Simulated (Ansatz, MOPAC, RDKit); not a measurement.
Species: silylphosphane, SiPH₅, charge 0, multiplicity 1. SMILES: [SiH3]P

Atoms: Si1, P2, H3, H4, H5, H6, H7. Bonds: Si1-P2, Si1-H3, Si1-H4, Si1-H5, P2-H6, P2-H7.

Bond lengths (Å) and angles (degrees) optimised at UFF with RDKit; PM6 with MOPAC; HF/STO-3G with Ansatz (a quantum-chemistry and plane-wave program); MP2/6-31G* with Ansatz, each started from the B3LYP-D3(BJ)/def2-TZVP structure (Ansatz) of the last column. A row stands for all coordinates that are equal there; 7 of 9 kinds are shown. 6-31G* holds six Cartesian d functions. No wavenumbers were computed at UFF, HF/STO-3G, MP2/6-31G*, so these may be saddle points.

```json
[
 {"coordinate": "Si1-P2", "UFF": "2.208", "PM6": "2.009", "HF/STO-3G": "2.197", "MP2/6-31G*": "2.257", "B3LYP-D3(BJ)/def2-TZVP": "2.268"},
 {"coordinate": "Si1-H3", "UFF": "1.470", "PM6": "1.494", "HF/STO-3G": "1.423", "MP2/6-31G*": "1.485", "B3LYP-D3(BJ)/def2-TZVP": "1.481"},
 {"coordinate": "Si1-H5", "UFF": "1.470", "PM6": "1.484", "HF/STO-3G": "1.424", "MP2/6-31G*": "1.486", "B3LYP-D3(BJ)/def2-TZVP": "1.482"},
 {"coordinate": "P2-H6", "UFF": "1.453", "PM6": "1.446", "HF/STO-3G": "1.379", "MP2/6-31G*": "1.417", "B3LYP-D3(BJ)/def2-TZVP": "1.419"},
 {"coordinate": "P2-Si1-H3", "UFF": "109.4", "PM6": "106.1", "HF/STO-3G": "110.0", "MP2/6-31G*": "107.9", "B3LYP-D3(BJ)/def2-TZVP": "107.9"},
 {"coordinate": "P2-Si1-H5", "UFF": "109.4", "PM6": "120.1", "HF/STO-3G": "112.4", "MP2/6-31G*": "114.2", "B3LYP-D3(BJ)/def2-TZVP": "113.9"},
 {"coordinate": "Si1-P2-H6", "UFF": "93.7", "PM6": "122.8", "HF/STO-3G": "95.4", "MP2/6-31G*": "96.4", "B3LYP-D3(BJ)/def2-TZVP": "94.2"}
]
```

Mean signed difference of all 6 bond lengths from B3LYP-D3(BJ)/def2-TZVP: UFF -0.004 Å, PM6 -0.030 Å, HF/STO-3G -0.054 Å, MP2/6-31G* -0.001 Å.
